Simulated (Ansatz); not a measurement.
Ansatz (a quantum-chemistry and plane-wave program) input (CCSD(T)/def2-SVPD):

Ansatz 0.2 input:
```yaml
crystal:
  periodic: [false, false, false]
  atoms:
    - {symbol: Bi, position_ang: [0.00000000, -0.00000000, -0.00000000]}
    - {symbol: H, position_ang: [-0.00119215, -0.01758481, 1.86604734]}
    - {symbol: H, position_ang: [0.00119215, 0.01758481, -1.86604734]}
    - {symbol: H, position_ang: [1.79921888, -0.00095285, 0.00114048]}
    - {symbol: H, position_ang: [-0.89879359, 1.55857681, 0.01411314]}
    - {symbol: H, position_ang: [-0.90042529, -1.55762396, -0.01525362]}
basis:
  gaussian:
    orbitals: def2-SVPD
magnetization: {spin_polarized: false}
correlation: {method: ccsd_t, electrons: outside_noble_gas}
output: {forces: true}
```

End of the output:

```
integrals: 0.06 GiB planned
802 factors; integrals over basis functions are off by at most 2.6e-4 eV
mean field: 0.17 GiB planned
mean field evaluation 1: about -5883.7316 eV, gradient 1.2e1 eV
mean field evaluation 2: about -5883.7374 eV, gradient 1.2e1 eV
mean field evaluation 4: about -5884.3814 eV, gradient 1.1e0 eV
mean field evaluation 8: about -5884.3879 eV, gradient 2.8e-4 eV
mean field evaluation 16: about -5884.3879 eV, gradient 1.2e-6 eV
mean field -5884.38790579 eV, -216.2472669563 hartree, gradient 1.2e-6 eV, S^2 0.000000; 0 other end points of the search recorded, 0 dependent functions left out
9 core orbitals not correlated
reference -5884.38790579 eV, -216.2472669563 hartree; 5, 5 occupied and 58, 58 virtual orbitals, 802 factors
densities: 0.21 GiB planned
second order -3.96921826 eV of doubles, -0.00000000 eV of singles
coupled cluster: 0.16 GiB planned
cycle   1  -4.70355162 eV  change   -7.3e-1 eV  update   7.5e-2
cycle   2  -5.02702690 eV  change   -3.2e-1 eV  update   3.1e-2
cycle   3  -5.04098299 eV  change   -1.4e-2 eV  update   9.8e-3
cycle   4  -5.04206549 eV  change   -1.1e-3 eV  update   4.7e-3
cycle   5  -5.04288781 eV  change   -8.2e-4 eV  update   2.1e-3
cycle   6  -5.04289162 eV  change   -3.8e-6 eV  update   7.4e-4
cycle   7  -5.04308595 eV  change   -1.9e-4 eV  update   2.8e-4
cycle   8  -5.04309562 eV  change   -9.7e-6 eV  update   8.3e-5
cycle   9  -5.04305290 eV  change    4.3e-5 eV  update   2.5e-5
cycle  10  -5.04305345 eV  change   -5.5e-7 eV  update   8.9e-6
cycle  11  -5.04305308 eV  change    3.7e-7 eV  update   2.6e-6
coupled cluster: 0.16 GiB planned
perturbative correction -0.13854761 eV, -0.0050915309 hartree
the calculation of the forces begins
Total energy: -5889.56950648 eV, -216.4376872697 hartree
Atom 0 at     0.000000    -0.000000    -0.000000 Å, force    -0.000000     0.000000     0.000000 eV/Å
Atom 1 at    -0.001192    -0.017585     1.866047 Å, force    -0.000043    -0.000639     0.067799 eV/Å
Atom 2 at     0.001192     0.017585    -1.866047 Å, force     0.000043     0.000639    -0.067799 eV/Å
Atom 3 at     1.799219    -0.000953     0.001140 Å, force     0.124568    -0.000066     0.000079 eV/Å
Atom 4 at    -0.898794     1.558577     0.014113 Å, force    -0.062227     0.107907     0.000977 eV/Å
Atom 5 at    -0.900425    -1.557624    -0.015254 Å, force    -0.062340    -0.107841    -0.001056 eV/Å
Dipole moment:    -0.000000     0.000000    -0.000000 e Å
```
